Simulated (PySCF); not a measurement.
# Field gradients at the hydrogen positions

Compound: C4H13FOSi3.
Z-matrix (Å and degrees, GFN2-xTB geometry), rows numbered from 1:
```
C 
C   1  1.5272
Si  2  1.9049  1  113.42
C   3  1.8983  2  109.01  1    57.69
F   4  1.3714  3  111.65  2   -83.08
C   4  1.3267  3  131.12  2    96.91
Si  6  1.8740  4  126.27  3     0.65
O   7  1.6230  6  108.30  4   -47.15
Si  8  1.6208  7  154.68  6  -172.66
H   1  1.0892  2  110.83  3   179.88
H   1  1.0875  2  110.83  3   -60.10
H   1  1.0880  2  110.79  3    59.79
H   2  1.0916  1  109.18  3   121.93
H   2  1.0918  1  109.02  3  -122.03
H   3  1.4636  2  111.66  1   178.45
H   3  1.4698  2  110.15  1   -57.69
H   6  1.0847  4  117.12  3   179.22
H   7  1.4652  6  112.13  4    71.18
H   7  1.4651  6  109.71  4  -164.23
H   9  1.4605  8  104.35  7   177.46
H   9  1.4622  8  108.39  7    57.59
H   9  1.4616  8  108.05  7   -62.71
```

Level: PBE0/pcSseg-1 (PySCF, non-relativistic); Q(2H) = 0.00286 b; rigid geometry, the same for H and D, with no vibrational averaging.

Question: Rank these positions by the coupling χzz of a deuteron there, largest first.
A. H16 (Si–H hydrogen)
B. H13 (methylene hydrogen)
C. H17 (vinylic hydrogen)

Answer: C (219 kHz), B (208 kHz), A (106 kHz).

Q: Give the electric field gradient Vzz (the principal value of largest size), its asymmetry and the 2H coupling at each hydrogen.

A: 
```
atom  bonded to  bond length (Å)  Vzz (au)     η  χzz (kHz)
 H10         C1            1.089    0.3131  0.02        210
 H11         C1            1.087    0.3125  0.03        210
 H12         C1            1.088    0.3135  0.03        211
 H13         C2            1.092    0.3094  0.03        208
 H14         C2            1.092    0.3111  0.02        209
 H15        Si3            1.464    0.1618  0.04        109
 H16        Si3            1.470    0.1572  0.00        106
 H17         C6            1.085    0.3252  0.05        219
 H18        Si7            1.465    0.1585  0.02        107
 H19        Si7            1.465    0.1573  0.03        106
 H20        Si9            1.460    0.1620  0.03        109
 H21        Si9            1.462    0.1601  0.03        108
 H22        Si9            1.462    0.1606  0.03        108
```

Q: Average by the element that carries the hydrogen.

A: on C: 211 kHz over 6 positions, mean bond length 1.089 Å; on Si: 107 kHz over 7 positions, mean bond length 1.464 Å.

Q: How does χzz go with the bond length over the 7 Si–H bonds?

A: A straight-line fit has a slope of -3.5 kHz for each 0.01 Å, with a correlation coefficient of -0.81, over lengths from 1.460 to 1.470 Å. The longer bonds have the smaller couplings here.

Geometry: GFN2-xTB, one conformer, isolated molecule. GFN2-xTB frequencies show an imaginary mode (59i cm⁻¹), so this geometry is no minimum at that level. GFN2-xTB bond lengths can be off by several hundredths of an ångström, more for odd bonds, and the gradients follow them. These gradients aren't converged with respect to the basis.
